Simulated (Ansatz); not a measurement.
Isomers of CH₃F₂In, relaxed with PBE0-D4/def2-TZVP in Ansatz; electronic energies, one conformer each and not always the lowest. Functionals use def2-TZVPP; CBS adds triple-zeta CCSD(T) − MP2 to the MP2 limit of def2-TZVPP and def2-QZVPP.

Elements past krypton have def2 core potentials. Outer-core shells of In are correlated without core-valence functions. Spin–orbit coupling is left out.

Order them by energy at frozen-core CCSD(T)/CBS, lowest first. (Estimate.)
A. `[CH3][In]([F])[F]`
B. `F[CH2][InH][F]`
C. `F[CH](F)[InH2]`

A (0.0 kcal/mol), B (45.0 kcal/mol), C (80.3 kcal/mol).

How do B3LYP, r2SCAN-D4, PBE-D4, B3LYP-D4 place them (kcal/mol, against `[CH3][In]([F])[F]`)? (An estimate is asked.)

Computed: 
| isomer | B3LYP | r2SCAN-D4 | PBE-D4 | B3LYP-D4 |
| --- | --- | --- | --- | --- |
| `F[CH](F)[InH2]` | 74.7 | 75.5 | 72.8 | 74.5 |
| `F[CH2][InH][F]` | 41.4 | 42.7 | 40.8 | 41.4 |

B3LYP here is the variant with VWN-RPA as its local correlation; programs differ in this.
